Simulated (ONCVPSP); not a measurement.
# How hard is this praseodymium (Pr) ONCV potential?

- Element: Pr (Z = 59)
- Generator: ONCVPSP 4.0.1
- Type: optimised norm-conserving Vanderbilt (ONCV)
- Functional: PBE
- Relativity: scalar-relativistic
- Frozen core: [Kr] 4d10 4f2
- Valence charge: 11
- Reference configuration: 5s2 5p6 5d1 6s1.5 6p0.5
- Partial waves: 5s+6s: rc 2.25 bohr, ncon 4, nbas 9, qcut 6.2 1/bohr, 2 projectors; 5p+6p: rc 2.70 bohr, ncon 4, nbas 8, qcut 6.3 1/bohr, 2 projectors; 5d: rc 2.40 bohr, ncon 4, nbas 7, qcut 4 1/bohr, 1 projector
- Local potential: polynomial inside 2.00 bohr (lpopt 5, dvloc0 0 Ha)
- Core correction: Teter function, fcfact 4.5, rcfact 1.4

**Question.** For each optimised wave give the share of its norm inside rc, the residual kinetic energy above qcut (Ha) and the cutoffs (Ha) for errors of 10, 1, 0.1 and 0.01 mHa per electron.

**Answer.**

```csv
wave,norm inside rc,residual KE,10 mHa,1 mHa,0.1 mHa,0.01 mHa
5s,0.930,1.1e-07,9.2,12.1,14.4,16.1
6s,0.056,1.1e-07,7.0,10.8,13.6,15.8
5p,0.936,6.2e-09,4.1,5.9,11.2,13.7
6p,0.039,2.4e-09,2.8,4.3,9.1,12.8
5d,0.426,9.3e-05,4.7,6.5,8.0,13.7
```

The occupied waves need 12 Ha and 14 Ha for 1 and 0.1 mHa.
